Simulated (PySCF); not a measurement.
Compound: C₂H₈SeSi.
SMILES with atom numbers: `[CH3:1][CH2:2][SiH2:3][SeH:4]` (hydrogens: H5, H6, H7 on C1; H8, H9 on C2; H10, H11 on Si3; H12 on Se4)

Method: PBE0-D3(BJ)/def2-SVP geometry optimisation, gas phase (PySCF).

Question: What internal coordinates does the optimisation give?

Answer: 
| bond | length (pm) |
| --- | --- |
| C1–C2 | 152.6 |
| C2–Si3 | 188.2 |
| Si3–Se4 | 228.9 |
| C1–H5, C1–H6, C1–H7 | 110.2 |
| C2–H8, C2–H9 | 110.4 |
| Si3–H10, Si3–H11 | 149.5 |
| Se4–H12 | 147.2 |

Bonds in one row agree within 1 pm and their mean is given. A selection of angles:
| angle | degrees |
| --- | --- |
| C2–C1–H5 | 111.7 |
| H5–C1–H6 | 107.2 |
| C1–C2–Si3 | 113.7 |
| C1–C2–H8 | 110.7 |
| Si3–C2–H8 | 107.3 |
| H8–C2–H9 | 105.7 |
| C2–Si3–Se4 | 112.3 |
| C2–Si3–H10 | 109.9 |
| C2–Si3–H11 | 111.4 |
| Se4–Si3–H10 | 110.0 |
| Se4–Si3–H11 | 104.3 |
| H10–Si3–H11 | 108.9 |
| Si3–Se4–H12 | 93.0 |

Torsions: C1–C2–Si3–Se4 -179° (antiperiplanar); H12–Se4–Si3–C2 -66° (synclinal). The mirror-image conformer, all signs reversed, is as good.

Si3 (SiH2 silicon) is distorted tetrahedral (angles from 104.3° to 112.3°). The 4 heavy atoms lie in one plane (0.004 Å rms).

No PBE0-D3(BJ)/def2-SVP frequencies stand behind this structure, so it isn't proved a minimum. One conformer, not necessarily the lowest (C1–C2–Si3–Se4 -179°, C2–Si3–Se4–H -66°).
